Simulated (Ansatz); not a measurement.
Input for Ansatz (an electronic-structure program): U-CCSD(T)/def2-TZVPP on ClGaH2 (SMILES [Cl][GaH2]), a point of a bond scan (R = 4.982 Å). The run froze 19 orbitals, filled d shells among them.

Ansatz 0.2 input:
```yaml
crystal:
  periodic: [false, false, false]
  atoms:
    - {symbol: Ga, position_ang: [-0.00289679, -0.23188832, -0.67116797]}
    - {symbol: H, position_ang: [-1.40910429, -0.31184703, -1.33456264]}
    - {symbol: H, position_ang: [1.39793515, -0.58224349, -1.25325605]}
    - {symbol: Cl, position_ang: [0.01742642, 1.39498687, 4.03759243]}
basis:
  gaussian:
    orbitals: def2-TZVPP
correlation: {method: ccsd_t, electrons: outside_noble_gas}
scf: {omitted_lower_state_checks: [cluster_reference]}
magnetization: {spin_polarized: true, initial_magnetization: 0}
```

The log:

```
WARN ansatz: RAYON_NUM_THREADS=1 ignored (pool sized by the plan → 1); use --threads N
Functional definition: HF
these checks for a lower state are left out or cut short: cluster_reference
integrals: 0.27 GiB planned
715 factors; integrals over basis functions are off by at most 7.9e-4 eV
mean field: 0.39 GiB planned
mean field evaluation 1: about -64863.6881 eV, gradient 1.6e1 eV
mean field evaluation 2: about -64863.6874 eV, gradient 1.6e1 eV
mean field evaluation 4: about -64865.7356 eV, gradient 2.1e0 eV
mean field evaluation 8: about -64865.7751 eV, gradient 4.4e-4 eV
mean field evaluation 16: about -64865.7751 eV, gradient 1.6e-4 eV
mean field evaluation 32: about -64867.4961 eV, gradient 1.5e-5 eV
mean field evaluation 64: about -64867.4961 eV, gradient 2.2e-6 eV
mean field evaluation 96: about -64867.4614 eV, gradient 8.8e-1 eV
mean field evaluation 128: about -64867.4653 eV, gradient 2.4e-3 eV
mean field evaluation 160: about -64867.4960 eV, gradient 2.5e-2 eV
mean field evaluation 192: about -64867.4653 eV, gradient 1.5e-6 eV
mean field evaluation 224: about -64864.7514 eV, gradient 1.4e1 eV
mean field -64867.49607634 eV, -2383.8365120376 hartree, gradient 1.9e-6 eV, S^2 1.006809; 20 other end points of the search recorded, 0 dependent functions left out
19 core orbitals not correlated
reference -64867.49607634 eV, -2383.8365120376 hartree; 6, 6 occupied and 93, 93 virtual orbitals, 715 factors
second order -6.15802839 eV of doubles, -0.00000000 eV of singles
coupled cluster: 0.51 GiB planned
cycle   1  -6.97820254 eV  change   -8.2e-1 eV  update   6.4e-2
cycle   2  -7.26862997 eV  change   -2.9e-1 eV  update   2.4e-2
cycle   3  -7.28450891 eV  change   -1.6e-2 eV  update   1.2e-2
cycle   4  -7.28438905 eV  change    1.2e-4 eV  update   7.3e-3
cycle   5  -7.28507318 eV  change   -6.8e-4 eV  update   6.3e-3
cycle   6  -7.28614384 eV  change   -1.1e-3 eV  update   4.3e-3
cycle   7  -7.28720566 eV  change   -1.1e-3 eV  update   2.2e-3
cycle   8  -7.28763841 eV  change   -4.3e-4 eV  update   8.4e-4
cycle   9  -7.28751473 eV  change    1.2e-4 eV  update   3.3e-4
cycle  10  -7.28761235 eV  change   -9.8e-5 eV  update   2.5e-4
cycle  11  -7.28768121 eV  change   -6.9e-5 eV  update   1.9e-4
cycle  12  -7.28764639 eV  change    3.5e-5 eV  update   1.0e-4
cycle  13  -7.28763632 eV  change    1.0e-5 eV  update   4.6e-5
cycle  14  -7.28760686 eV  change    2.9e-5 eV  update   2.1e-5
cycle  15  -7.28760137 eV  change    5.5e-6 eV  update   9.3e-6
coupled cluster: 0.51 GiB planned
perturbative correction -0.20056870 eV, -0.0073707639 hartree
Total energy: -64874.98424642 eV, -2384.1116972121 hartree
Checks for a lower state left out: cluster_reference
```

The calculation finished and met its thresholds. Its determinant has ⟨S²⟩ = 1.01, a mixture of spin states.

Cost: roughly 60 core-seconds.
